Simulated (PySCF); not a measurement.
## Nuclear quadrupole coupling in `F[Si@@H]([SiH3])[GeH3]`

Species: FGeH7Si2.
Numbering: `[F:1][Si@@H:2]([SiH3:3])[GeH3:4]` (hydrogens: H5 on Si2; H6, H7, H8 on Si3; H9, H10, H11 on Ge4)

Cartesian coordinates in Å at the PBE0-D3(BJ)/def2-SVP level; atoms count from 1:
```
atom  x, y, z in Å
F1     0.1901   -1.6926   -0.7308
Si2    0.2995   -0.0586   -0.6701
Si3   -1.7828    0.8198   -0.0416
Ge4    2.0247    0.4925    0.8777
H5     0.6716    0.4189   -2.0379
H6    -2.8454    0.4597   -1.0287
H7    -1.6555    2.3098    0.0222
H8    -2.1686    0.3091    1.3087
H9     3.3675   -0.1117    0.4307
H10    2.1714    2.0234    0.9648
H11    1.6755   -0.0489    2.2753
```

Field gradients from the PBE0/pcSseg-1 density (PySCF, non-relativistic), principal values in atomic units, ordered |Vxx| ≤ |Vyy| ≤ |Vzz|:

| atom | Vxx | Vyy | Vzz |
| --- | --- | --- | --- |
| Ge4 | 0.0042 | 0.0487 | -0.0529 |

Question: Find the asymmetry η = (Vxx − Vyy)/Vzz and the couplings χ = eQV/h (234.96 MHz × Q in barn × V in au), with Q(73Ge) = −0.196 b.

Answer: 
```tsv
atom	environment	nucleus	η	χzz (MHz)	χxx (MHz)	χyy (MHz)
Ge4	germanium bonded to Si and 3 H	73Ge	0.84	2.438	-0.195	-2.242
```

Question: What is Vzz at Ge4 in SI units (1 au = 9.71736 × 10²¹ V/m²)?

Answer: -0.0529 au = -0.514 × 10²¹ V/m².

Question: And the gradient at the other heavy atoms, for which no coupling is worked out here?

Answer: 
```csv
atom,environment,Vzz (au),η
F1,silicon-bound fluorine,1.422,0.03
Si2,fluorine-bound silicon,0.707,0.20
Si3,SiH3 silicon,0.038,0.64
```

Were the hydrogens deuterons (Q(2H) = 0.00286 b), χzz would run from 90 kHz (H10, H11 and H9) to 95 kHz (H6 and H8).

Geometry: PBE0-D3(BJ)/def2-SVP; no solvent, vibrations or thermal averaging. The calculation is non-relativistic, for germanium too. These gradients aren't converged with respect to the basis.
